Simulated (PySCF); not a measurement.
## Spinor energies of Hg³⁺ (mercury, charge +3)

Start: [Xe] 4f14 5d9; 5d3/2 filled at m_j = -3/2, -1/2, +1/2, +3/2; 5d5/2 filled at m_j = -3/2, -1/2, +1/2, +3/2, +5/2. Calculated with PySCF 2.14 in x2c-TZVPPall-2c: generalised Hartree-Fock with the X2C-1e Hamiltonian and a Gaussian nucleus; one run each with spin-orbit coupling (SO) switched off, then screened by Boettger's factors.

| spinor shell | electrons | ε, spin-free (eV) | ε, screened SO (eV) | weight of nominal j (screened SO) | rms radius, screened SO (bohr) |
| --- | --- | --- | --- | --- | --- |
| 1s1/2 | 2 | -83606.8 | -83573.2 | 1.000 | 0.0187 |
| 2s1/2 | 2 | -15001.5 | -14990.9 | 1.000 | 0.0755 |
| 2p1/2 | 2 | -12955.3 | -14360.3 | 1.000 | 0.0639 |
| 2p3/2 | 4 | -12955.3 | -12407.1 | 1.000 | 0.0720 |
| 3s1/2 | 2 | -3656.8 | -3653.3 | 1.000 | 0.193 |
| 3p1/2 | 2 | -3056.4 | -3370.4 | 1.000 | 0.184 |
| 3p3/2 | 4 | -3056.4 | -2931.4 | 1.000 | 0.201 |
| 3d3/2 | 4 | -2413.8 | -2468.5 | 1.000 | 0.176 |
| 3d5/2 | 6 | -2413.8 | -2374.7 | 1.000 | 0.180 |
| 4s1/2 | 2 | -868.72 | -867.62 | 1.000 | 0.424 |
| 4p1/2 | 2 | -668.56 | -745.30 | 1.000 | 0.429 |
| 4p3/2 | 4 | -668.56 | -637.74 | 1.000 | 0.463 |
| 4d3/2 | 4 | -425.53 | -437.55 | 1.000 | 0.475 |
| 5s1/2 | 2 | -172.74 | -172.53 | 1.000 | 0.968 |
| 4f5/2 | 6 | -154.32 | -156.29 | 0.999 | 0.525 |
| 4f7/2 | 8 | -154.32 | -151.96 | 0.999 | 0.528 |
| 5p1/2 | 2 | -116.30 | -130.52 | 0.999 | 1.04 |
| 5p3/2 | 4 | -116.30 | -110.50 | 0.999 | 1.13 |
| 5d3/2 | 4 | -49.508 | -50.954 | 0.974 | 1.45 |
| 5d5/2 | 5 | -49.508 | -48.416 | 0.979 | 1.50 |

(1) Where does 4d5/2 lie, and what is the 4d spin-orbit splitting (screened SO)?

```tsv
quantity	spin-free	screened SO
E (hartree)	-19605.43377	-19637.51254
M_J	5/2	5/2
⟨J²⟩	8.767	8.770
⟨L²⟩	6.014	6.190
⟨S²⟩	0.753	0.930
```

Each row is a mean over spinors that exchange with the open shell spreads, by up to 5.064 eV (5p3/2).

Breit and QED terms are absent; they matter most for the inner s and p1/2 levels.

Densities and radii are taken from the X2C orbitals without a picture-change correction, which distorts them close to the nucleus.

Without spin-orbit coupling the j labels of p, d and f shells carry no meaning; the spin-free column gives the mean over the occupied spinors of each nl shell.

Answers

(1) At -416.70 eV, 20.843 eV above 4d3/2.
